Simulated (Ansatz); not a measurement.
C₂H₆AlNOSi (`OC1=[C]([AlH2])[SiH2]N1`), relaxed with RKS PBE0-D4/def2-TZVP in Ansatz 0.2.0 from a PBE-D4/def2-SVP geometry. The force threshold is 0.005 eV/Å; the program also tests the step.

The species carries charge 0 and has multiplicity 1.

Start:

```xyz
12

O    -0.758    1.183   -1.500
C     0.034    0.699   -0.539
C    -0.119   -0.451    0.274
Al   -1.610   -1.594    0.125
Si    1.499    0.073    1.021
N     1.196    1.357   -0.227
H    -1.531    0.572   -1.566
H    -2.620   -1.058   -1.036
H    -1.939   -2.918    0.953
H     1.561    0.630    2.417
H     2.760   -0.702    0.755
H     1.528    2.209   -0.677
```

```csv
step,energy (eV),largest force (eV/Å),largest move (Å)
1,-20172.8470,0.684,0.000
2,-20172.8971,0.435,0.034
3,-20172.9075,0.070,0.021
4,-20172.9082,0.042,0.020
5,-20172.9087,0.046,0.018
6,-20172.9089,0.027,0.019
7,-20172.9090,0.025,0.016
8 (rejected),-20172.9090,0.023,0.009
9,-20172.9090,0.035,0.005
10,-20172.9091,0.004,0.003
```

End:

```xyz
12

O    -0.724    1.210   -1.496
C     0.041    0.704   -0.536
C    -0.131   -0.432    0.254
Al   -1.599   -1.586    0.124
Si    1.468    0.073    1.000
N     1.198    1.343   -0.215
H    -1.498    0.634   -1.591
H    -2.652   -1.129   -1.003
H    -1.857   -2.888    0.986
H     1.521    0.604    2.386
H     2.701   -0.714    0.745
H     1.531    2.181   -0.655
```

It took 59 s on 4 threads of an Arm Neoverse V1 on a shared host, with 0.73 GiB of host memory at the peak.
